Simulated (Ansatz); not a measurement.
`C[SiH2]Br` + `[BH2][AlH][OH]` → `[BH2][AlH][O][SiH2]C` + HBr  (ligand exchange at the Si–Br bond)

Gas-phase electronic energies from Ansatz, PBE0-D4/def2-TZVP geometries. CBS: MP2 limit from def2 TZ/QZ plus the TZ coupled-cluster correction, frozen cores. Functionals use def2-TZVPP. B3LYP here is the variant with VWN-RPA as its local correlation; programs differ in this. For Br outer-core shells are correlated without core-valence functions, which leaves a few kJ/mol of doubt a bond. Scalar relativity is left out up to krypton. One conformer a species, not always the lowest.

CCSD(T)/CBS gives -0.14 eV.

Problem. Another level gave -0.14 eV. Which?
A. B3LYP-D4/def2-TZVPP
B. HF/def2-TZVPP
C. PBE0-D4/def2-TZVPP
D. r2SCAN-D4/def2-TZVPP

Solution. D. r2SCAN-D4 -0.14, PBE0-D4 -0.08, B3LYP-D4 -0.20, HF/def2-TZVPP -0.27 eV.

Largest T1 diagnostic among the species: 0.012.

In def2-TZVPP, CCSD(T) changes the Hartree–Fock value by +0.07 eV (the triples alone add +0.02 eV) and MP2 by +0.12 eV.
